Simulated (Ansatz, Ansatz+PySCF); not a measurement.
```yaml
atoms:
  - { symbol: B, position_ang: [0.0000, 0.0000, 0.0000] }
  - { symbol: F, position_ang: [1.2055, 0.0000, 0.0000] }
  - { symbol: F, position_ang: [-0.6028, 1.0440, 0.0000] }
  - { symbol: F, position_ang: [-0.6028, -1.0440, 0.0000] }
```

Basis set: def2-SVP (spherical functions). Frozen core: 4 orbitals. Charge 0, multiplicity 1.

Computed with Ansatz (development build ahead of 0.2.0); each method stands on the lowest determinant of its kind that the runs found. Restricted open shells among the atoms or ions are ROHF, correlated in semicanonical orbitals with singles.

(1) Give the atomization energy at this shape (free ground-state atoms in the same class of orbitals less the molecule, no zero-point energy) of singlet BF3 by RHF-CCSD(T), RHF-CCSD, RHF-MP2, RHF, UHF.

Results:

(1)

```tsv
method	atomization energy
RHF-CCSD(T)	18.31 eV
RHF-CCSD	18.16 eV
RHF-MP2	19.41 eV
RHF	15.30 eV
UHF	14.93 eV
```

Caution: the shape is not the minimum.
